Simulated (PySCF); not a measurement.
# From computed data to an observable: entropy of an ideal gas

CH2I, SMILES [CH2]I, multiplicity 2.

Coordinates come from a PBE-D3(BJ)/def2-TZVP optimisation. The isomer is the one that the SMILES or the coordinates give; other isomers of the formula were not compared. The def2 effective core potentials stand for the cores of I; spin–orbit coupling is left out.

PBE-D3(BJ)/def2-TZVP (PySCF) gives the harmonic wavenumbers 190, 621, 827, 1309, 3105, 3256 cm⁻¹ and the rotational temperatures 13.1458, 0.4259, 0.4126 K. The molar mass is 140.93 g/mol, the symmetry number 2, the spin multiplicity 2.

Task: Work out the entropy at 298.15 K and 1 atm in the rigid-rotor, harmonic-oscillator model.

Result: 
Translation (Sackur–Tetrode at 1 atm): S = R[1.5 ln M + 2.5 ln T − 1.16487] = 170.5 J/(mol K).
Rotation: q = (√π/σ) T^1.5/√(θA θB θC) = 3000, S = R[ln q + 3/2] = 79.0 J/(mol K).
Vibration: with u = 1.4388 ν/T, each mode gives R[u/(e^u − 1) − ln(1 − e^−u)]:
| ν (cm⁻¹) | modes | u | S (J/(mol K)) |
|---|---|---|---|
| 190 | 1 | 0.92 | 9.32 |
| 621 | 1 | 3.00 | 1.74 |
| 827 | 1 | 3.99 | 0.78 |
| 1309 | 1 | 6.32 | 0.11 |
The stiffer modes add less than 0.005 each. Sum 11.9 J/(mol K).
Spin: R ln 2 = 5.8 J/(mol K).
Total 267.2 J/(mol K); the program's own thermochemistry gives 267.2. Translation makes up 64 % and vibration 4 %. Anharmonicity, hindered rotation and orbital degeneracy are left out.
